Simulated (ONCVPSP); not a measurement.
# boron (B): one change to an ONCV potential, before and after

ONCVPSP 4.0.1 input, shortened (lines: element, Z, core and valence counts, functional; n l f; lmax; l rc ep ncon nbas qcut; lloc lpopt rc5 dvloc0; l nproj debl; icmod fcfact rcfact), PBE, scalar-relativistic:

```
  B 5.00    1    2        4      upf
    1    0    2.00
    2    0    2.00
    2    1    1.00
    1
    0    1.60    0.00    4    8    5.20
    1    2.75    0.00    4    8    5.40
    4    5    1.15    0.00
    0    2    1.50
    1    1    2.40
    2    0.25    1.05
```

Change: s: qcut 3.1.

Cutoffs: the cutoffs (Ha) at which the residual kinetic energy of the hardest occupied pseudo-wave falls to 1 and 0.1 mHa per electron; they do not see the model core or the augmentation charge, which bear on the density cutoff. Errors are all-electron minus pseudo energies relative to the spin-unpolarised reference configuration.

Problem. Predict the effect on cutoff, ghosts and configuration errors.

Solution. The potential gets harder (10 Ha and 14 Ha → 31 Ha and 64 Ha); of the 4 tests that both files solve, the error grows in 2 and shrinks in 0 by more than 15 % and 0.3 meV (median size 42.6 → 51.4 meV); neither file shows a bound ghost.

```tsv
quantity	base	changed
cutoff, loose	10 Ha	31 Ha
cutoff, tight	14 Ha	64 Ha
loose cutoff by channel	s 10 Ha, p 8.1 Ha	s 31 Ha, p 8.1 Ha
bound ghosts	none	none
GHOST(+) flags under 300 eV	none	none
error for 2s2 2p0, meV [ΔE 8.22 eV]	+56	+63
error for 2s1 2p0, meV [ΔE 33.64 eV]	+203	+185
error for 2s2 2p0.5, meV [ΔE 2.89 eV]	+7.3	+8.4
error for 2s1 2p1, meV [ΔE 14.36 eV]	-29	-39
s: phases at 1.63 bohr within 0.05 rad from the reference energy up to (Ha; the scan ends near 5)	4.0	4.0
p: phases at 2.79 bohr within 0.05 rad from the reference energy up to (Ha; the scan ends near 5)	0.5	0.5
rms error of d²Exc/dni dnj with the model core, mHa	2.36	2.38
```
